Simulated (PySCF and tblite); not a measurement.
Results of a calculation; reference values are marked as such.
4 constitutional isomers of C₇H₈:

```csv
isomer,SMILES
A,[CH3:1][c:2]1[cH:3][cH:4][cH:5][cH:6][cH:7]1
B,[CH2:1]=[CH:2][C:3]([CH3:4])=[C:5]1[CH:6]=[CH:7]1
C,[CH3:1][CH:2]=[C:3]1[CH:4]=[CH:5][CH:6]=[CH:7]1
D,[CH2:1]=[C:2]1[CH:3]=[CH:4][CH:5]=[C:6]1[CH3:7]
```

Protocol: conformer search, at most 6 conformers an isomer, GFN2-xTB geometries, energies PBE0/def2-SVP (IEF-PCM, chloroform) (D3(BJ) added where defined), GIAO shieldings WP04/pcSseg-1 (IEF-PCM, chloroform), weights at 298.15 K with GFN2-xTB thermal terms. Programs: PySCF with density fitting and tblite.

Q: What shifts does each isomer give (ppm; of two unlike H on one atom, a is the less shielded)?

A: 
A: ¹H (against TMS): 7.34 (H4/H6, 2H), 7.29 (H3/H7, 2H), 7.22 (H5, 1H), 2.47 (H1, 3H). ¹³C (against TMS): 145.5 (C2), 134.4 (C3/C7), 133.8 (C4/C6), 130.9 (C5), 24.9 (C1).

B: ¹H (against TMS): 8.35 (H7, 1H), 8.25 (H6, 1H), 6.45 (H2, 1H), 4.57 (H1a, 1H), 4.49 (H1b, 1H), 1.87 (H4, 3H). ¹³C (against TMS): 145.2 (C2), 143.9 (C7), 141.9 (C6), 125.2 (C5), 104.3 (C1), 94.4 (C3), 19.7 (C4).

C: ¹H (against TMS): 6.66 (H2, 1H), 6.49 (H7, 1H), 6.48 (H6, 1H), 6.37 (H5, 1H), 6.07 (H4, 1H), 2.32 (H1, 3H). ¹³C (against TMS): 152.9 (C2), 152.7 (C3), 138.8 (C6), 136.3 (C5), 130.5 (C4), 123.8 (C7), 22.4 (C1).

D: ¹H (against TMS): 6.28 (H4, 1H), 6.09 (H5, 1H), 6.09 (H1a, 1H), 5.96 (H3, 1H), 5.96 (H1b, 1H), 2.21 (H7, 3H). ¹³C (against TMS): 160.5 (C2), 141.5 (C6), 139.6 (C4), 136.3 (C5), 129.4 (C1), 128.6 (C3), 16.7 (C7).

Shifts are unscaled: against experiment ¹³C can be off by 15 ppm or more and ¹H by 0.8 ppm. At least one structure keeps an imaginary mode at the tight-binding level.
